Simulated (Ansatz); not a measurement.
```yaml
crystal:
  periodic: [false, false, false]
  atoms:
    - {symbol: F, position_ang: [-0.509650, 0.152267, 1.649604]}
    - {symbol: C, position_ang: [0.384529, 0.042397, 0.640092]}
    - {symbol: Cl, position_ang: [1.371171, -1.418187, 0.903046]}
    - {symbol: C, position_ang: [-0.314236, -0.094099, -0.683709]}
    - {symbol: Br, position_ang: [-1.271932, 1.532913, -1.114814]}
    - {symbol: H, position_ang: [1.062442, 0.895347, 0.677150]}
    - {symbol: H, position_ang: [0.407775, -0.262191, -1.477993]}
    - {symbol: H, position_ang: [-1.037902, -0.905548, -0.649276]}
basis:
  gaussian: {orbitals: LANL2DZ}
hamiltonian: {xc: {name: wB97X}}
```

```sh
$ ansatz run in.yaml --threads 4 --pin off --events-out ev --progress --plain --max-ram 10444MiB
```

(1) How does Ansatz answer? (Best estimate.)

Answers

(1) Computed: The program refused the input.
```
Error: <dir> can't be read: No such file or directory (os error 2)
```
